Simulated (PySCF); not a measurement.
Level sweep

C₄H₉B.
Numbering: `[BH2:1][CH2:2][C:3](=[CH2:4])[CH3:5]` (hydrogens: H6, H7 on B1; H8, H9 on C2; H10, H11 on C4; H12, H13, H14 on C5)

PySCF, dipoles from the SCF density, polarisabilities from static response with core orbitals frozen. Geometry: PBE0-D3(BJ)/def2-SVP, one conformer, isolated molecule.

The anisotropy is √(½[(α1 − α2)² + (α2 − α3)² + (α3 − α1)²]).

```
              level  μ (D)  α (Å³)  anisotropy (Å³)
      LDA/def2-SVPD  0.726   10.26             3.26
      PBE/def2-SVPD  0.678   10.07             3.23
    B3LYP/def2-SVPD  0.627    9.80             3.10
     PBE0/def2-SVPD  0.641    9.71             3.08
BHandHLYP/def2-SVPD  0.599    9.49             3.01
CAM-B3LYP/def2-SVPD  0.626    9.65             3.01
  wB97X-D/def2-SVPD  0.626    9.67             2.99
  LC-wPBE/def2-SVPD  0.631    9.39             2.91
       HF/def2-SVPD  0.580    9.24             3.00
        PBE0/6-31G*  0.638    8.07             3.56
      PBE0/def2-SVP  0.671    8.51             3.41
     PBE0/def2-TZVP  0.645    9.48             3.26
```

The dipole runs from 0.58 D (HF/def2-SVPD) to 0.73 D (LDA/def2-SVPD). No reference polarisability is at hand; against PBE0 in the largest diffuse basis at hand (def2-SVPD) the other PBE0 rows deviate by 6-31G* -17%, def2-SVP -12%, def2-TZVP -2%. In one basis (def2-SVPD) the functionals order the polarisability from HF (lowest) to LDA (highest), a spread of 11%. With PBE0 the polarisability is 8.69 Å³ without diffuse functions (mean of 6-31G*, def2-SVP and def2-TZVP) and 9.71 Å³ with them (def2-SVPD).
